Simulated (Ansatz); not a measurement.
Stepwise reaction of `[SiH3][GeH2][SiH2][GeH2][SiH3]` with hydrogen, as a gas-phase model of exchange steps in deposition or etching. ΔE in kJ/mol.

Isolated molecules relaxed with PBE0-D4/def2-TZVP in Ansatz; ΔE leaves out vibrations. CBS: MP2 limit from def2 TZ/QZ plus the TZ coupled-cluster correction, frozen cores. This one scheme is used for every species. DFT in def2-TZVPP. B3LYP here is the variant with VWN-RPA as its local correlation; programs differ in this. For Ge outer-core shells are correlated without core-valence functions, which leaves a few kJ/mol of doubt a bond. Scalar relativity is left out up to krypton. One conformer a species, not always the lowest.

| step | reaction | PBE-D4 | B3LYP-D4 | ωB97M-V | CCSD(T)/CBS |
| --- | --- | --- | --- | --- | --- |
| 1 | `[SiH3][GeH2][SiH2][GeH2][SiH3]` + H₂ → `[SiH3][GeH2][SiH3]` + `[SiH3][GeH3]` | 21.7 | 11.9 | 7.9 | 14.6 |

(1) Give the row of step 2, `[SiH3][GeH2][SiH3]` + H₂ → SiH₄ + `[SiH3][GeH3]`. (Estimate.)

(2) By hand: ΔE of the 2 steps together at CCSD(T)/CBS.

## Answers

(1) Computed: 
```
step                                           reaction  PBE-D4  B3LYP-D4  ωB97M-V  CCSD(T)/CBS
   2  `[SiH3][GeH2][SiH3]` + H₂ → SiH₄ + `[SiH3][GeH3]`    11.7       0.7     -1.9          3.4
```

(2) (14.6) + (3.4) = 18.0 kJ/mol, or 9.0 kJ/mol a step.

In ΔE each step is lower than the one before. PBE-D4 differs from CCSD(T)/CBS by 7.1 to 8.3 kJ/mol a step. Isolated molecules leave out the surface, adducts and barriers. Largest T1 diagnostic: 0.012.
